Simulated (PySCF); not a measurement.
Ground-state electric properties of a mixed set of molecules.

All values: wB97X-D/def2-SVPD (PySCF) at GFN2-xTB geometries, gas phase, one conformer each. Core orbitals are frozen in the response; Δα² is half the sum of the squared differences of the principal polarisabilities.

Problem. Rank by HOMO energy, lowest first.
A. `CN1C[C@H](F)C=N1`
B. `FCC1=CC1`
C. `CC(c1sccc1)C`

Solution. B (-9.08 eV), C (-8.34 eV), A (-8.07 eV).

Problem. Rank by polarisability anisotropy Δα, highest first.
A. `CN1C[C@H](F)C=N1`
B. `[CH3:1][CH:2]([CH3:3])[c:4]1[cH:5][cH:6][cH:7][s:8]1` with C1–C2–C4–C5 118°
C. `[F:1][CH2:2][C:3]1=[CH:4][CH2:5]1` with F1–C2–C3–C4 0°
D. `C[C@@H]1C=C1F`
E. `FC1=CCC1`

Solution. B (5.32 Å³), A (3.99 Å³), C (2.42 Å³), E (2.12 Å³), D (1.60 Å³).

Problem. Rank by dipole moment, lowest first.
A. `FC1=CCC1`
B. `N1N(C)C[C@H](F)C=1`
C. `[F:1][CH2:2][C:3]1=[CH:4][CH2:5]1` with F1–C2–C3–C4 0°
D. `[CH3:1][CH:2]([CH3:3])[c:4]1[cH:5][cH:6][cH:7][s:8]1` with C1–C2–C4–C5 118°

Solution. D (0.80 D), C (1.39 D), A (1.70 D), B (2.05 D).

All values together:

```csv
SMILES,formula,μ (D),HOMO (eV),LUMO (eV),α (Å³),Δα (Å³),electrons,α per electron (Å³)
CC(C)c1cccs1,C7H10S,0.80,-8.34,1.45,14.41,5.32,68,0.212
FC1=CCC1,C4H5F,1.70,-9.07,2.47,6.71,2.12,38,0.177
CN1C[C@H](F)C=N1,C4H7FN2,2.05,-8.07,1.54,9.39,3.99,54,0.174
FCC1=CC1,C4H5F,1.39,-9.08,1.89,6.92,2.42,38,0.182
C[C@@H]1C=C1F,C4H5F,1.31,-9.14,2.19,6.83,1.60,38,0.180
```

Conformers: `[CH3:1][CH:2]([CH3:3])[c:4]1[cH:5][cH:6][cH:7][s:8]1` with C1–C2–C4–C5 118°; `[F:1][CH2:2][C:3]1=[CH:4][CH2:5]1` with F1–C2–C3–C4 0°.
